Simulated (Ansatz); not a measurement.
Series CrX3: vertical EA (eV) at several levels, gas phase, relaxed structures; Ansatz. A negative affinity means that the extra electron isn't bound at that geometry and level; within about 0.2 eV of zero the sign isn't settled. The spins of the ions were chosen, not always searched. Names give formal oxidation states. The structures are stationary points that may keep the symmetry of their start. Remarks come from the PBE and PBE0 runs and from stability tests at other levels; not every state was tested. A HOMO above zero means that the electron is unbound at that level and held by the basis, or that self-interaction error raises the level; the energy of removing that electron tells which.

```json
{"species": "CrCl3", "state": "quartet to quintet", "geometry": "B3LYP-D4/def2-SVP", "PBE-D4/def2-TZVPD": "2.58", "r2SCAN-D4/def2-TZVPD": "2.95", "remarks": "HOMO above zero (-1 quintet)"}
{"species": "CrF3", "state": "quartet to quintet", "geometry": "r2SCAN-D4/def2-TZVP", "PBE-D4/def2-TZVPD": "0.80", "r2SCAN-D4/def2-TZVPD": "1.14", "remarks": "HOMO above zero (-1 quintet)"}
{"species": "Cr(NH2)3 (CrN3H6)", "state": "quartet to quintet", "geometry": "r2SCAN-D4/def2-SVP", "PBE-D4/def2-TZVPD": "-0.44", "r2SCAN-D4/def2-TZVPD": "-0.48", "remarks": "HOMO above zero (-1 quintet), lower spin may lie lower (-1 quintet)"}
```

**Question.** Estimate the column for PBE0-D4/def2-TZVPD.

**Answer.** CrCl3 3.24; CrF3 1.34; Cr(NH2)3 (CrN3H6) -0.48.

Over the 3 species that have every level, the mean is 0.98 at PBE-D4/def2-TZVPD, 1.20 at r2SCAN-D4/def2-TZVPD, 1.37 at PBE0-D4/def2-TZVPD.
